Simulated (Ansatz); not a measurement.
Species: CH₂F₃Si (charge -1, singlet). It need not be the lowest isomer of its formula. Whether it binds its extra electron was not tested at this geometry. 
Structure (B3LYP-D3(BJ)/def2-TZVP (Ansatz, a first-principles code) minimum search):
```xyz
7

Si    -0.1150    -0.0034     0.0186
F      0.5070     1.4090    -0.5010
F      0.5002    -1.1152    -0.9998
F      0.9202    -0.2534     1.2695
C     -1.8341    -0.0282     0.1680
H     -2.3639     0.8232     0.5834
H     -2.3688    -0.9709     0.2289
```
Charge -1, spin multiplicity 1.

Parts of the frozen-core correlation energy in cc-pV(D+d)Z (Ansatz, hartree). Frozen orbitals: 9; correlated occupied orbitals by spin: 16 and 16; virtual: 64 and 64. Spin-orbit coupling is left out. No relativistic terms.

```csv
term,value
reference (HF),-626.47453
MP2 opposite-spin,-0.58324
MP2 same-spin,[?]
CCSD correlation,[?]
(T),[?]
T1 diagnostic,0.011
largest doubles amplitude,0.043
```

### Question
Fill in the missing entries.

### Answer

- MP2 same-spin, value: -0.21365
- CCSD correlation, value: -0.81801
- (T), value: -0.01486
